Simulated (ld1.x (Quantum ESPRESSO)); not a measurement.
**Ca (Z = 20): variants of one TM semilocal potential**

Base potential:

```json
{"Element": "calcium", "Generator": "ld1.x (Quantum ESPRESSO) 7.5", "Type": "norm-conserving Troullier–Martins (semilocal form)", "Functional": "PBE", "Relativity": "scalar-relativistic", "Frozen core": "[Ar]", "Valence charge": "2", "Reference configuration": "3d0.5 4s1.5 4p0", "Partial waves": "4s (bound): rc 3.65 bohr; 3d (bound): rc 2.65 bohr; 4p (bound, empty): rc 2.85 bohr", "Local potential": "the p channel", "Core correction": "a·sin(br)/r model core inside 1.45 bohr"}
```

Cutoffs, loose and tight: the cutoffs (Ry, on a coarse ladder) from which the occupation-weighted sum of valence levels, in a spherical-Bessel basis at the reference potential, stays within 10 and 1 mRy of its value at 400 Ry. They do not see the model core or the augmentation charge, which bear on the density cutoff. Test errors are all-electron minus pseudo excitation energies from the reference, over the configurations 3d0 4s2 4p0; 3d0 4s1 4p0; 3d0 4s1.5 4p0; 3d0 4s0 4p2; 3d0 4s0 4p1; 3d1 4s1 4p0; 3d1 4s0 4p0. A dash means not determined; rows that change the core or the reference have their own tests. The largest error is taken over the tests solved by every variant that gives reliable tests at all: 3d0 4s1 4p0; 3d0 4s1.5 4p0; 3d0 4s2 4p0; 3d1 4s0 4p0; 3d1 4s1 4p0.

A semilocal file is local in each channel, so a ghost entry of none says nothing of the separable form that plane-wave codes build from it.

| change | outcome | cutoff, loose | cutoff, tight | bound ghosts | largest test error (meV) |
| --- | --- | --- | --- | --- | --- |
| base | generated | 21 Ry | 30 Ry | none | -36 |
| all radii but the core radius scaled by about 0.79 (s 2.88, p 2.24, d 2.08 bohr) | generated | 35 Ry | 45 Ry | none | -66 |
| all radii but the core radius scaled by about 0.87 (s 3.16, p 2.48, d 2.30 bohr) | generated | 30 Ry | 40 Ry | none | -60 |
| all radii but the core radius scaled by about 1.11 (s 4.06, p 3.16, d 2.94 bohr) | generated | 18 Ry | 25 Ry | none | -13 |
| all radii but the core radius scaled by about 1.23 (s 4.50, p 3.52, d 3.28 bohr) | generated | 18 Ry | 21 Ry | none | +19 |
| all radii but the core radius scaled by about 1.35 (s 4.94, p 3.84, d 3.58 bohr) | generated | 15 Ry | 18 Ry | none | +48 |

Reading the sweep of the scale of all radii but the core radius (base = 1) (base included, trends over the rows without a ghost): The loose cutoff falls from 35 Ry at 0.79 to 15 Ry at 1.35. A larger radius leaves more room for a smooth pseudo-wave, so fewer plane waves are needed; a smaller one forces it to follow the all-electron wave where it bends sharply. The median size of the test errors (rows with all tests solved) is not monotonic: lowest 7.8 meV at 1.11, highest 45.9 meV at 1.35.
